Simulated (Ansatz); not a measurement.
Ideal-gas functions of CH3FIIn, SMILES `[F][InH][CH2]I` at 600 K and 1 bar, from an Ansatz frequency run at PBE0-D4/def2-TZVP.

Molar mass 275.75 g/mol, point group C1 (symmetry number 1), electronic degeneracy 1, moments of inertia 86.66, 803.843, 831.931 u Å². Harmonic wavenumbers (cm⁻¹, unscaled): 39, 72, 127, 393, 440, 508, 567, 577, 649, 990, 1032, 1392, 1896, 3130, 3218.

Use S(trans) = R[1.5 ln M + 2.5 ln T − 1.1517]; rotational temperatures θ = 24.2544 K / I; S(rot) = R[ln(√π/σ · √(T³/θAθBθC)) + 1.5]; for each mode x = 1.438777 ν̃/T, S = R[x/(eˣ − 1) − ln(1 − e⁻ˣ)] and H = RT x/(eˣ − 1); 1 cm⁻¹ = 0.0119627 kJ/mol; R = 8.31446 J/(mol·K).

Problem. By hand: the entropy, in J/(mol·K).

Solution. Translation 193.5. Rotation: θ = 0.2799, 0.0302, 0.0292 K, giving 131.5. Vibration, mode by mode: 28.02, 22.93, 18.23, 9.11, 8.24, 7.17, 6.37, 6.25, 5.43, 2.84, 2.62, 1.32, 0.49, 0.04, 0.03, in all 119.1. Electronic 0.0. Sum 444.1 J/(mol·K).

Problem. By hand: H − E and G − E in kJ/mol, counted from the electronic energy.

Solution. Zero-point energy ½ × 15030 × 0.0119627 = 89.9; thermal vibration 31.9; translation, rotation and pV give 4 RT = 20.0. H − E = 141.8 kJ/mol, and G − E = 141.8 − 600 × 444.1/1000 = -124.7 kJ/mol.

Vibration gives 27 % of the entropy, 69.2 J/(mol·K) of it from the modes under 150 cm⁻¹: soft modes count most, and the harmonic formula is weakest for them. The sum counts one conformer and one mirror image; others add a mixing term.
